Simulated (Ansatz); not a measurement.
`C[SiH](Cl)[SnH3]` + `N=C=O` → `C[SiH](Cl)N=C=O` + `[SnH4]` at 400 K and 1 bar (cleavage of the Si–Sn bond).

Computed with Ansatz on PBE0-D4/def2-TZVP structures; ΔE is electronic, products minus reactants. CCSD(T)/CBS is the MP2 limit (def2-TZVPP, def2-QZVPP) plus CCSD(T) − MP2 in def2-TZVPP, frozen cores. This one scheme is used for every species. Elements past krypton have def2 core potentials. For Sn outer-core shells are correlated without core-valence functions, which leaves a few kJ/mol of doubt a bond. One conformer a species, not always the lowest.

```tsv
species	CCSD(T)/CBS energy (Eh)	H − E (kJ/mol)	S (J/(mol·K))
`C[SiH](Cl)[SnH3]`	-1005.19559	215.9	427.9
`N=C=O`	-168.51995	72.4	252.4
`C[SiH](Cl)N=C=O`	-957.35236	197.3	415.7
`[SnH4]`	-216.39156	85.2	244.6
```

H − E and S are ideal-gas, rigid-rotor, harmonic terms from PBE0-D4/def2-TZVP, for one conformer and one mirror image of each species. 1 Eh = 2625.50 kJ/mol, R = 8.31446 J/(mol·K).

Problem. By hand: ΔE, ΔH, ΔS and ΔG.

Solution. ΔE = (-957.35236) + (-216.39156) − (-1005.19559) − (-168.51995) = -0.02838 Eh = -74.5 kJ/mol. Δ(H − E) = 197.3 + 85.2 − 215.9 − 72.4 = -5.8, so ΔH = -80.3 kJ/mol. ΔS = 415.7 + 244.6 − 427.9 − 252.4 = -20.0 J/(mol·K). ΔG = -80.3 − 400 × (-20.0)/1000 = -72.3 kJ/mol.

Problem. By hand: the equilibrium constant, and the temperature at which ΔG would vanish if ΔH and ΔS stayed fixed.

Solution. log₁₀ K = −ΔG/(RT ln 10) = 9.4. ΔG = 0 at ΔH/ΔS = 4015 K, far beyond where these terms or the molecules hold.

ΔH outweighs TΔS. A doubt of 5 kJ/mol in ΔE shifts log₁₀ K by 0.7 here. Other conformers and mirror images would add mixing entropy, several J/(mol·K) or more a flexible species. Modes under 60 cm⁻¹, often nearly free rotors, make the harmonic entropy too high. These are equilibria of isolated gas molecules and say nothing of rates. Largest T1 diagnostic: 0.018 (customary marks: 0.02 for closed shells, 0.045 for open ones).
